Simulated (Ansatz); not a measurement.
Frontier orbitals of Cl2HNbO2 (`[O]=[Nb]([OH])([Cl])[Cl]`).

Z-matrix (Å, degrees):
```
Nb
O 1 1.871
Cl 1 2.291 2 110.4
O 1 1.682 2 107.5 3 117.9
Cl 1 2.291 2 110.4 3 -124.1
H 2 0.960 1 129.9 3 -117.9
```

Charge 0, multiplicity 1. Correlated methods include outer-core shells of Nb, which these sets cover unevenly. Nb takes the def2 core potential. The structure was optimised at the PBE0-D4/def2-TZVP level. It is one conformer, not always the lowest. Basis def2-TZVPP, the Gaussian-basis code of Ansatz.

```tsv
functional	HOMO (eV)	LUMO (eV)	gap (eV)
PBE	-8.01	-3.28	4.73
B97M-V	-8.45	-3.17	5.28
PBE0	-9.46	-2.55	6.91
r2SCANh	-8.93	-2.94	5.99
BHLYP	-10.76	-1.66	9.10
CAM-B3LYP	-10.82	-1.50	9.32
ωB97M-V	-11.69	-0.46	11.23
```

Against PBE, PBE0 changes HOMO and LUMO by −1.45 and +0.73 eV, ωB97M-V by −3.69 and +2.82 eV. A gap of 4.73 eV thus becomes 11.23 eV for the same molecule, so an orbital gap means little without its functional.
